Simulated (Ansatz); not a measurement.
C$_{6}$H$_{13}$O$_{3}$, doublet, at a GFN2-xTB geometry; Ansatz (a quantum-chemistry and plane-wave program) with B3LYP/def2-SVP.

The Ansatz input:
Ansatz 0.2 input:
```yaml
crystal:
  periodic: [false, false, false]
  atoms:
    - {symbol: C, position_ang: [3.95458458, 0.54005173, -0.81426712]}
    - {symbol: O, position_ang: [3.29792334, -0.57265350, -0.38070668]}
    - {symbol: C, position_ang: [1.89713087, -0.51733289, -0.42104482]}
    - {symbol: C, position_ang: [1.34177247, 0.39623132, 0.69245898]}
    - {symbol: O, position_ang: [-0.03291691, 0.64742175, 0.57505320]}
    - {symbol: C, position_ang: [-0.86611075, -0.41172288, 0.99382332]}
    - {symbol: C, position_ang: [-2.31785136, 0.00564987, 0.78912803]}
    - {symbol: O, position_ang: [-2.69696075, -0.29665777, -0.53153265]}
    - {symbol: C, position_ang: [-3.98335874, 0.16411432, -0.85195788]}
    - {symbol: H, position_ang: [5.02065834, 0.43022957, -0.80922714]}
    - {symbol: H, position_ang: [3.46792314, 1.18958572, -1.52169950]}
    - {symbol: H, position_ang: [1.54282694, -0.13816912, -1.38924016]}
    - {symbol: H, position_ang: [1.55389367, -1.54621178, -0.28827200]}
    - {symbol: H, position_ang: [1.58253291, -0.03664954, 1.67449105]}
    - {symbol: H, position_ang: [1.83172198, 1.37115222, 0.60795202]}
    - {symbol: H, position_ang: [-0.68199352, -0.63029977, 2.05681713]}
    - {symbol: H, position_ang: [-0.68348550, -1.31910175, 0.40591165]}
    - {symbol: H, position_ang: [-2.40591963, 1.08491275, 0.97854974]}
    - {symbol: H, position_ang: [-2.96680410, -0.53149007, 1.49921393]}
    - {symbol: H, position_ang: [-4.04986877, 1.25548999, -0.76307065]}
    - {symbol: H, position_ang: [-4.17069644, -0.12835266, -1.88287971]}
    - {symbol: H, position_ang: [-4.74215675, -0.28792824, -0.19990064]}
basis:
  gaussian:
    orbitals: def2-SVP
hamiltonian:
  xc: b3lyp
magnetization: {spin_polarized: true, initial_magnetization: 1}
```

The log (banner, timings and long lists left out):

```
Functional definition: B3LYP
1939 factors; integrals over basis functions are off by at most 1.5e-3 eV
mean field evaluation 1: about -12552.9976 eV, gradient 4.5e1 eV
mean field evaluation 2: about -12550.5973 eV, gradient 5.2e1 eV
mean field evaluation 4: about -12562.4124 eV, gradient 2.5e0 eV
mean field evaluation 8: about -12562.9246 eV, gradient 2.0e-1 eV
mean field evaluation 16: about -12562.9248 eV, gradient 9.3e-4 eV
mean field -12562.92480695 eV, -461.6789711991 hartree, gradient 4.6e-5 eV, S^2 0.753121; 0 other end points of the search recorded, 0 dependent functions left out
reference -12562.92513193 eV, -461.6789831420 hartree; 37, 36 occupied and 154, 155 virtual orbitals, 1939 factors
Total energy: -12562.92513193 eV, -461.6789831420 hartree
```
